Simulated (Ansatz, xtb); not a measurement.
**Two isomers of C6H5NO**

We compare I, `C#Cn1ccc(O)c1`, a singlet, with II, `C#Cc1[nH]ccc1O`, a singlet. Both are isolated molecules in the gas phase, relaxed with PBE0-D3(BJ)/def2-SVP; the shapes shown needn't be the lowest conformers.

I (Å):

| atom | x (Å) | y (Å) | z (Å) |
| --- | --- | --- | --- |
| C | -0.4589 | 2.5107 | 0.6762 |
| C | -1.0955 | 1.6487 | 0.1125 |
| C | -2.3183 | 0.7741 | -1.7877 |
| C | -2.9715 | -0.3969 | -2.0673 |
| C | -2.8506 | -1.2328 | -0.9156 |
| C | -2.1281 | -0.5512 | 0.0350 |
| N | -1.8016 | 0.6897 | -0.5103 |
| O | -3.3844 | -2.4680 | -0.8531 |
| H | 0.1051 | 3.2761 | 1.1742 |
| H | -2.1674 | 1.6729 | -2.3796 |
| H | -3.4882 | -0.6532 | -2.9887 |
| H | -3.1881 | -2.8569 | 0.0050 |
| H | -1.8116 | -0.8160 | 1.0400 |

II (Å):

```yaml
atoms:
  - { symbol: C, position_ang: [-0.6820, 2.1948, 1.1981] }
  - { symbol: C, position_ang: [-1.2541, 1.4318, 0.4439] }
  - { symbol: C, position_ang: [-1.9211, 0.5601, -0.4394] }
  - { symbol: C, position_ang: [-3.1002, -0.0599, -2.2487] }
  - { symbol: C, position_ang: [-2.8504, -1.2113, -1.5201] }
  - { symbol: C, position_ang: [-2.1071, -0.8214, -0.3793] }
  - { symbol: N, position_ang: [-2.5441, 0.9872, -1.5983] }
  - { symbol: O, position_ang: [-1.6352, -1.5899, 0.6184] }
  - { symbol: H, position_ang: [-0.1733, 2.8595, 1.8707] }
  - { symbol: H, position_ang: [-2.5671, 1.9515, -1.8960] }
  - { symbol: H, position_ang: [-3.6377, 0.0716, -3.1849] }
  - { symbol: H, position_ang: [-3.1682, -2.2190, -1.7816] }
  - { symbol: H, position_ang: [-1.8829, -2.5039, 0.4504] }
```

Quicker runs give these differences E(II) − E(I): GFN2-xTB +4.3 kJ/mol; HF/STO-3G −43.4 kJ/mol (at GFN2-xTB geometries); r2SCAN-D4/def2-SVP −65.9 kJ/mol (at GFN2-xTB geometries).

**Question.** Estimate E(II) − E(I) at the level CCSD(T)/def2-SVP + ΔMP2/def2-TZVPP.

**Answer.** Calculated at CCSD(T)/def2-SVP + ΔMP2/def2-TZVPP: E(II) − E(I) = −59.6 kJ/mol, so structure II lies lower.

The same difference at several levels:

| level | geometry | E(II) − E(I) (kJ/mol) | departure from the last row (kJ/mol) | job, with rough time for the two |
| --- | --- | --- | --- | --- |
| GFN2-xTB | GFN2-xTB | +4.3 | +63.9 | optimisation, 0.46 s |
| HF/STO-3G | GFN2-xTB | −43.4 | +16.2 | single point, 1.9 s |
| r2SCAN-D4/def2-SVP | GFN2-xTB | −65.9 | −6.3 | single point, 11 s |
| PBE0-D3(BJ)/def2-SVP | PBE0-D3(BJ)/def2-SVP | −61.7 | −2.1 | optimisation, 2.4 min |
| HF/def2-SVP | PBE0-D3(BJ)/def2-SVP | −52.6 | +7.0 | part of the CCSD(T) run |
| MP2/def2-SVP | PBE0-D3(BJ)/def2-SVP | −64.6 | −5.0 | part of the CCSD(T) run |
| CCSD(T)/def2-SVP | PBE0-D3(BJ)/def2-SVP | −57.9 | +1.7 | single point |
| CCSD(T)/def2-SVP + ΔMP2/def2-TZVPP | PBE0-D3(BJ)/def2-SVP | −59.6 |  | single point, 3.4 min |

As drawn, II has 1 C–C, 1 N–H in place of 1 C–N, 1 C–H.

GFN2-xTB puts the two in the other order. The largest departure from CCSD(T)/def2-SVP + ΔMP2/def2-TZVPP is that of GFN2-xTB, 63.9 kJ/mol. The last row adds to CCSD(T) the change of the MP2 difference between the two basis sets, here −1.7 kJ/mol.

With thermal terms from frequencies at re-optimised GFN2-xTB minima (ideal gas, soft modes damped towards free rotors, one conformer each, 298.15 K, 1 atm): the zero-point term adds +0.6 kJ/mol; ΔH is −58.8 and ΔG −59.1 kJ/mol.

The correlated steps freeze 8 core orbitals. Run with Ansatz 0.2.0, xtb 6.7.1; the last row on 2 threads of Intel(R) Xeon(R) Processor @ 2.50GHz (Skylake/Cascade Lake) on a shared host.
